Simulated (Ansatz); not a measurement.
`C[O][AlH][GeH3]` + `N[SiH2][SiH3]` → `[AlH2][GeH3]` + `CO[SiH2][SiH2]N`  (redistribution)

Gas-phase electronic energies from Ansatz, PBE0-D4/def2-TZVP geometries. CCSD(T)/CBS is the MP2 limit (def2-TZVPP, def2-QZVPP) plus CCSD(T) − MP2 in def2-TZVPP, frozen cores. This one scheme is used for every species. Functionals use def2-TZVPP. For Ge outer-core shells are correlated without core-valence functions, which leaves a few kJ/mol of doubt a bond. Scalar relativity is left out up to krypton. One conformer a species, not always the lowest.

Is it downhill or uphill in electronic energy at CCSD(T)/CBS, and by how much? (Estimate.)

Ansatz gave: Uphill: ΔE = +64.6 kJ/mol.

What do these levels give: PBE-D4, r2SCAN-D4, ωB97X-V, ωB97M-V, r2SCAN, PBE0, MP2/def2-TZVPP, CCSD(T)/def2-TZVPP, HF/def2-QZVPP, SCS-MP2/def2-QZVPP, HF/CBS(def2), MP2/CBS(def2)? (Best estimate.)

The calculation gave: PBE-D4 66.6, r2SCAN-D4 67.5, ωB97X-V 62.1, ωB97M-V 63.2, r2SCAN 68.3, PBE0 66.1, MP2/def2-TZVPP 66.2, CCSD(T)/def2-TZVPP 65.1, HF/def2-QZVPP 57.9, SCS-MP2/def2-QZVPP 64.1, HF/CBS(def2) 57.9, MP2/CBS(def2) 65.7 kJ/mol.

Largest T1 diagnostic among the species: 0.013.

In def2-TZVPP, CCSD(T) changes the Hartree–Fock value by +7.3 kJ/mol (the triples alone add +0.7 kJ/mol) and MP2 by +8.4 kJ/mol. The D4 term adds −3.8 kJ/mol with B3LYP and −2.2 kJ/mol with PBE0; it sums over pairs of atoms, weighted by their polarisabilities, and B3LYP, whose exchange is more repulsive, gets the larger term.

B3LYP here is the variant with VWN-RPA as its local correlation; programs differ in this.
